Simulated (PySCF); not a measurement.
Isomers of C6H12N2. Level of theory: PBE0-D3(BJ)/def2-SVP geometry optimisation, gas phase in PySCF. One conformer each; no zero-point energy, no entropy. No frequencies were run at this level. Point groups hold within 0.08 Å.

Question: Rank from lowest to highest electronic energy at this level (kcal/mol).
A. `[NH2:1][C@@H:2]1[C@H:3]2[CH2:4][CH2:5][C@@H:6]([NH2:7])[C@@H:8]12` with H–N1–C2–C3 148° and 30°, C5–C6–N7–H 179° and -65°, N1–C2–C3–C4 152°, C2–C3–C4–C5 47°, C3–C4–C5–C6 29°, C4–C5–C6–N7 -150°
B. `[CH2:1]=[CH:2][CH2:3][N:4]([CH3:5])/[N:6]=[CH:7]\[CH3:8]` with C1–C2–C3–N4 136°, C2–C3–N4–C5 85°, C3–N4–N6–C7 -50°
C. triethylenediamine, `C1N2CCN(CC2)C1`

Answer: C (0.0), A (2.2), B (40.8).

As drawn, the highest has a C=N bond, an N–N linkage and a C=C bond outside aromatic rings, which the lowest lacks. Neighbours under 2.5 kcal/mol apart (C1CN2CCN1CC2 and N[C@@H]1[C@H]2CC[C@@H](N)[C@@H]12) can change places with a better method, another conformer or zero-point energy.

```
                           SMILES      E (Eh)  E rel (kcal/mol)  dipole (D)  point group     A, B, C (MHz)
                     C1CN2CCN1CC2  -344.69791               0.0        0.00          D3h  2688, 2533, 2532
N[C@@H]1[C@H]2CC[C@@H](N)[C@@H]12  -344.69444               2.2        2.38           C1  3045, 1853, 1338
                   C=CCN(C)/N=C\C  -344.63292              40.8        1.55           C1  2163, 1987, 1230
```

How do the relative energies change in single points at PBE0/pcSseg-1 (no added dispersion term) on the same geometries?

```
                           SMILES  PBE0-D3(BJ)/def2-SVP (kcal/mol)  PBE0/pcSseg-1 (kcal/mol)  shift
                     C1CN2CCN1CC2                              0.0                       0.0    0.0
N[C@@H]1[C@H]2CC[C@@H](N)[C@@H]12                              2.2                       0.2   -2.0
                   C=CCN(C)/N=C\C                             40.8                      35.9   -4.9
```

Each column counts from its own lowest isomer. The order is unchanged; the largest shift is 4.9 kcal/mol.

As an exercise, what shares would exp(−E/RT) give at 1000 K from these electronic energies alone (no entropy, no degeneracies)?

RT = 1.987 kcal/mol: C1CN2CCN1CC2 74.9 %, N[C@@H]1[C@H]2CC[C@@H](N)[C@@H]12 25.1 %, C=CCN(C)/N=C\C under 0.1 %.
